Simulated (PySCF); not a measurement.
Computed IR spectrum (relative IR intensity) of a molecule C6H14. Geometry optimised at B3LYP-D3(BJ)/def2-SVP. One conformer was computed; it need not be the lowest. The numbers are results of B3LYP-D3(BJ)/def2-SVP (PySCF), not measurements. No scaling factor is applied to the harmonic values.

Lines under 2 % of the strongest are left out, and lines within 2 cm⁻¹ are merged.

```tsv
ν (cm⁻¹)	relative intensity
739	3.8
913	2.1
1154	2.4
1314	3.0
1373	3.7
1404	3.1
1410	5.1
1471	9.5
1482	3.4
1487	4.9
3007	9.7
3015	100
3021	33
3024	22
3038	3.8
3047	6.4
3056	26
3068	80
3098	54
3101	38
3106	37
3110	39
```

Q: Pick the molecule that these values belong to.
A) CCCCCC
B) CC(C)C(C)C
C) CCC(C)(C)C
D) CCCC(C)C

A: A, CCCCCC
